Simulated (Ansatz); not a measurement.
Question: Name a neutral molecule of B, C, F, N, O and H with size of the dipole moment (ωB97M-V/def2-TZVPP) between 0.50 and 0.80 D and HOMO energy (PBE0/def2-TZVPP) between -7.75 and -7.45 eV (Ansatz, PBE0-D4/def2-TZVP geometry).

Answer: `CC(C)OB(N)F` (0.75 D, -7.60 eV); `COB(N)F` (0.78 D, -7.67 eV). Other molecules can fit too; these were computed, each in one conformer that needn't be the lowest.
